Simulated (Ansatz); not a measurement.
```yaml
crystal:
  periodic: [false, false, false]
  atoms:
    - {symbol: Sn, position_ang: [2.266507, 0.994317, 1.492244]}
    - {symbol: H, position_ang: [1.983559, 0.764297, 3.164566]}
    - {symbol: H, position_ang: [3.885395, 0.671079, 1.051459]}
    - {symbol: H, position_ang: [1.746845, 2.544017, 0.968660]}
    - {symbol: O, position_ang: [1.190809, -0.367504, 0.539336]}
    - {symbol: Si, position_ang: [-0.277416, -0.351295, -0.246396]}
    - {symbol: C, position_ang: [-1.579721, 0.460164, 0.843752]}
    - {symbol: C, position_ang: [-0.738147, -2.133118, -0.594521]}
    - {symbol: C, position_ang: [-0.128115, 0.609888, -1.855353]}
    - {symbol: H, position_ang: [-2.569608, 0.451291, 0.359240]}
    - {symbol: H, position_ang: [-1.328674, 1.512565, 1.056865]}
    - {symbol: H, position_ang: [-1.672768, -0.067458, 1.806567]}
    - {symbol: H, position_ang: [-0.823052, -2.704287, 0.343088]}
    - {symbol: H, position_ang: [-1.700626, -2.202768, -1.126342]}
    - {symbol: H, position_ang: [0.030940, -2.618717, -1.215210]}
    - {symbol: H, position_ang: [0.142790, 1.662181, -1.670328]}
    - {symbol: H, position_ang: [0.648299, 0.170595, -2.501664]}
    - {symbol: H, position_ang: [-1.077007, 0.604764, -2.415962]}
basis:
  gaussian: {orbitals: def2-SVP, final_grid: {core_spheres: 8, valence_spheres: 7, degree: 23}}
magnetization: {spin_polarized: true, initial_magnetization: 2}
hamiltonian: {xc: {name: wPBEh}}
output: {forces: true}
```

```sh
$ ansatz run in.yaml --threads 2 --pin off --events-out ev --progress --plain --max-ram 22528MiB --backend cpu
```

It prints (some lines left out):

```
Functional definition: wPBEh
1699 factors; integrals over basis functions are off by at most 1.2e-3 eV
146 factors; integrals over basis functions are off by at most 2.8e-7 eV
mean field evaluation 1: about -19024.8271 eV, gradient 6.1e1 eV
mean field evaluation 2: about -18891.7080 eV, gradient 1.5e2 eV
mean field evaluation 4: about -19040.9229 eV, gradient 2.6e1 eV
mean field evaluation 8: about -19043.6632 eV, gradient 4.4e-1 eV
mean field evaluation 16: about -19043.8790 eV, gradient 3.8e-2 eV
mean field evaluation 32: about -19043.8793 eV, gradient 1.5e-4 eV
mean field -19043.87930129 eV, -699.8496559175 hartree, gradient 1.1e-5 eV, S^2 2.007367; 3 other end points of the search recorded, 0 dependent functions left out
reference -19043.87936650 eV, -699.8496583138 hartree; 38, 36 occupied and 122, 124 virtual orbitals, 1699 factors
Total energy: -19043.87936650 eV, -699.8496583138 hartree
Atom 0 at     2.266507     0.994317     1.492244 Å, force     2.295341     3.177672     1.707397 eV/Å
Atom 1 at     1.983559     0.764297     3.164566 Å, force     0.197679     0.140197     0.330936 eV/Å
Atom 2 at     3.885395     0.671079     1.051459 Å, force     0.172352     0.053448     0.212676 eV/Å
Atom 3 at     1.746845     2.544017     0.968660 Å, force     0.158394     0.261273     0.248525 eV/Å
Atom 4 at     1.190809    -0.367504     0.539336 Å, force    -1.343997    -3.227916    -1.795528 eV/Å
Atom 5 at    -0.277416    -0.351295    -0.246396 Å, force    -1.709521    -0.733543    -0.612816 eV/Å
Atom 6 at    -1.579721     0.460164     0.843752 Å, force    -0.045528     0.343288     0.329630 eV/Å
Atom 7 at    -0.738147    -2.133118    -0.594521 Å, force    -0.030789     0.047737    -0.078686 eV/Å
Atom 8 at    -0.128115     0.609888    -1.855353 Å, force     0.425991     0.439954    -0.389034 eV/Å
Atom 9 at    -2.569608     0.451291     0.359240 Å, force    -0.005232    -0.115289    -0.170416 eV/Å
Atom 10 at    -1.328674     1.512565     1.056865 Å, force     0.039437    -0.084938    -0.005743 eV/Å
Atom 11 at    -1.672768    -0.067458     1.806567 Å, force     0.062356    -0.007236    -0.053284 eV/Å
Atom 12 at    -0.823052    -2.704287     0.343088 Å, force    -0.000984     0.019158    -0.006262 eV/Å
Atom 13 at    -1.700626    -2.202768    -1.126342 Å, force    -0.056257    -0.036245    -0.022165 eV/Å
Atom 14 at     0.030940    -2.618717    -1.215210 Å, force    -0.010507    -0.009566     0.006468 eV/Å
Atom 15 at     0.142790     1.662181    -1.670328 Å, force     0.020673    -0.084322     0.076026 eV/Å
Atom 16 at     0.648299     0.170595    -2.501664 Å, force    -0.016019    -0.014863     0.069963 eV/Å
Atom 17 at    -1.077007     0.604764    -2.415962 Å, force    -0.153389    -0.168811     0.152315 eV/Å
Dipole moment:    -0.704830    -0.220472    -0.442703 e Å
```

Run time 18 s (2 threads of AMD EPYC 7R13 on a shared host), peak host memory 0.74 GiB.

In the def2 sets Sn takes a core potential; there is no spin–orbit coupling.
